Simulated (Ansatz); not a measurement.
Harmonic frequencies (cm⁻¹) at PBE0-D4/def2-TZVP from Ansatz: 168, 184, 222, 255, 291, 432, 473, 512, 642, 753, 805, 1162, 1522, 3556, 3679.

Each molecule was computed in one conformer, which needn't be the lowest.

Problem. Which molecule is it?
A. `[NH2][V](=[O])([F])[Cl]`
B. `[O]=[V]([OH])([Cl])[Cl]`
C. `[NH]=[V]([F])([F])[Cl]`
D. `[NH2][V](=[O])([OH])[OH]`

Solution. A.
